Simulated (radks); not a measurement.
All-electron atom: Au V in [Xe] 4f13 5d8 (not the ground configuration). All-electron calculation, scalar-relativistic Kohn-Sham, r2SCAN, spin-polarised, spherical densities, finite nucleus; open shells are filled with parallel spins first (spin-orbit coupling, left out, can overturn this in heavy ions); meta-GGA in the generalised Kohn-Sham scheme; Fermi nuclear charge, rms radius 5.4371 fm. Program: a radial shooting solver on a logarithmic mesh with Libxc functionals. Some entries of the table are withheld. Estimate them.

orbital  occ.  eigenvalue (eV)  r(max) (bohr)  <r^2> (bohr^2)
1s down     1        -80910.04        0.01042       0.0003934
1s up       1        -80910.03        0.01042       0.0003934
2s up       1        -14360.58        0.06016        0.005995
2s down     1        -14360.28        0.06016        0.005995
2p up       3        -12423.38        0.04982        0.005049
2p down     3        -12423.13        0.04981        0.005049
3s up       1        -3454.539         0.1695         0.03860
3s down     1        -3453.450         0.1695         0.03859
3p up       3        -2890.169         0.1689         0.03971
3p down     3        -2889.041         0.1689         0.03969
3d up       5        -2285.377         0.1378         0.03295
3d down     5        -2284.393         0.1378         0.03293
4s up       1        -809.0665         0.3823          0.1859
4s down     1        -807.1277         0.3823          0.1860
4p up       3        -622.5472         0.4020          0.2117
4p down     3        -620.7042         0.4020          0.2118
4d up       5        -397.5195         0.4092          0.2395
4d down     5        -395.6604         0.4093          0.2397
5s up       1        -168.7223         0.8411          0.9360
5s down     1        -166.6922         0.8401          0.9339
4f up       7        -148.3356         0.3736          0.2873
4f down     6        -146.3576         0.3739          0.2876
5p up       3              (1)         0.9381           1.218
5p down     3              (2)         0.9368           1.216
5d up       5         -58.3334          1.140           2.048
5d down     3         -56.1876          1.140           2.077

Answer. 
(1) 5p up eigenvalue (eV): -117.7666
(2) 5p down eigenvalue (eV): -115.6108
